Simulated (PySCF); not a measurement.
C6H6F3P.
SMILES: `C#CCP(C=C)C(F)(F)F`

Torsions of this conformer, `[CH:1]#[C:2][CH2:3][P:4]([CH:5]=[CH2:6])[C:7]([F:8])([F:9])[F:10]`: C2–C3–P4–C5 -68°, C3–P4–C5–C6 -146°, C3–P4–C7–F8 173°.

The closed-shell ground state was solved at several levels (PySCF, density fitting, gas phase, non-relativistic). One conformer (not necessarily the lowest) at the PBE0-D3(BJ)/def2-SVP geometry, without solvent, vibrations or thermal averaging.

| level | basis functions | total energy (Eh) | HOMO (eV) | LUMO (eV) | gap (eV) | dipole (D) |
| --- | --- | --- | --- | --- | --- | --- |
| PBE0/pcSseg-1 | 207 | -872.2786 | -7.26 | -0.80 | 6.46 | 1.77 |
| B97-2/pcSseg-1 | 207 | -872.8142 | -7.02 | -0.83 | 6.19 | 1.76 |

**Question.** Estimate the row for CAM-B3LYP/def2-SVPD, a basis of 261 functions; the other rows only guide the guess.

**Answer.** Total energy -872.3684 Eh, HOMO -8.55 eV, LUMO 0.23 eV, gap 8.78 eV, dipole 1.96 D.

**Question.** Over all these levels, which gives the widest orbital gap and which the narrowest?

**Answer.** CAM-B3LYP/def2-SVPD (range-separated hybrid) has the widest, 8.78 eV, and B97-2/pcSseg-1 (global hybrid, 21 % exact exchange) the narrowest, 6.19 eV. Functional and basis both differ between the two, so the spread mixes both effects.

**Question.** How far do the dipole and the HOMO energy spread over the levels?

**Answer.** The dipole runs from 1.76 to 1.96 D (mean 1.83 D) and the HOMO from -8.55 to -7.02 eV.
